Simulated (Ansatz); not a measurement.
`Sc1ccc(-c2ccc(-c3ccc(S)cc3)cc2)cc1`. The state is a singlet with charge 0. Geometry PBE-D4/def2-SVP, basis def2-TZVP, Ansatz.

```
atom   x (Å)   y (Å)   z (Å)
  S1  -2.366   5.762  -4.249
  C2  -1.753   4.415  -3.270
  C3  -2.695   3.535  -2.696
  C4  -2.271   2.459  -1.912
  C5  -0.899   2.214  -1.670
  C6  -0.455   1.073  -0.837
  C7  -1.223   0.621   0.261
  C8  -0.801  -0.453   1.049
  C9   0.409  -1.132   0.781
 C10   0.857  -2.268   1.618
 C11   0.580  -2.314   3.003
 C12   1.003  -3.381   3.801
 C13   1.724  -4.453   3.235
 S14   2.302  -5.844   4.171
 C15   2.009  -4.423   1.853
 C16   1.583  -3.349   1.067
 C17   1.175  -0.682  -0.319
 C18   0.754   0.392  -1.107
 C19   0.031   3.103  -2.253
 C20  -0.382   4.186  -3.037
 H21  -1.149   6.284  -4.568
 H22  -3.770   3.690  -2.874
 H23  -3.025   1.773  -1.498
 H24  -2.162   1.137   0.513
 H25  -1.436  -0.787   1.884
 H26   0.042  -1.479   3.476
 H27   0.779  -3.375   4.879
 H28   1.802  -5.439   5.371
 H29   2.561  -5.254   1.389
 H30   1.794  -3.364  -0.013
 H31   2.132  -1.175  -0.549
 H32   1.369   0.701  -1.966
 H33   1.106   2.963  -2.066
 H34   0.372   4.865  -3.464
```

```json
{"run": "A", "HOMO (eV)": "-5.87", "LUMO (eV)": "-1.48"}
{"run": "B", "HOMO (eV)": "-7.81", "LUMO (eV)": "0.39"}
{"run": "C", "HOMO (eV)": "-5.15", "LUMO (eV)": "-2.09"}
{"run": "D", "HOMO (eV)": "-5.01", "LUMO (eV)": "-2.19"}
{"run": "E", "HOMO (eV)": "-4.94", "LUMO (eV)": "-2.10"}
{"run": "F", "HOMO (eV)": "-5.66", "LUMO (eV)": "-1.60"}
```

B3LYP takes the VWN-RPA correlation. Single mean-field runs in def2-TZVP are fitted with def2-universal-jkfit.

**Question.** The runs used B3LYP, PBE, PBE0, r2SCAN, revPBE, ωB97X-V. Estimate which is which.

**Answer.** A PBE0 (25 % exact exchange); B ωB97X-V (range-separated); C r2SCAN (0 % exact exchange); D PBE (0 % exact exchange); E revPBE (0 % exact exchange); F B3LYP (20 % exact exchange). Exact exchange lowers occupied and raises empty levels; among semilocal functionals meta-GGAs tend to open the gap a little, and such runs are hard to tell apart. The gap grows from 2.82 eV (PBE) to 8.20 eV (ωB97X-V).
